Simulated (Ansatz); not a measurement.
A trace of molecular dynamics of AlF3 (4 atoms, charge 0, multiplicity 1).

These are results of Ansatz, RKS PBE0/def2-SVP, not measurements.

```yaml
ensemble: NVT, Langevin thermostat
set_temperature: 200 K
friction: 0.01 /fs
seed: 506166
```

| time (fs) | T (K) | potential energy less start (eV) |
| --- | --- | --- |
| 0 | 150 | 0.000 |
| 24 | 347 | 0.398 |
| 48 | 939 | 2.109 |
| 72 | 6236 | 7.045 |
| 96 | 68457 | 17.197 |
| 120 | 11962364 | 21.515 |
| 144 | 7398851 | 21.770 |
| 168 | 4568727 | 21.820 |
| 192 | 2831349 | 21.841 |
| 216 | 1764077 | 21.852 |
| 240 | 1086738 | 21.858 |
| 264 | 674507 | 21.863 |
| 288 | 417616 | 21.866 |
| 312 | 261300 | 21.868 |
| 336 | 160078 | 21.870 |
| 360 | 99310 | 21.871 |
| 384 | 60387 | 21.872 |
| 408 | 37972 | 21.873 |
| 432 | 24304 | 21.873 |
| 456 | 14742 | 21.874 |
| 480 | 8816 | 21.874 |

Problem. Can this run be trusted? Judge the integration.

Solution. The temperature shot up to 1.2e+07 K, far beyond the bath's, so the integration failed: the time step of 12 fs is too long for the fastest motions that this run met, and the later frames carry no physical meaning.

Time of the run: 3.9 min on 1 thread of Intel(R) Xeon(R) 6975P-C (Granite Rapids), with other jobs on the host, peak memory 0.14 GiB.
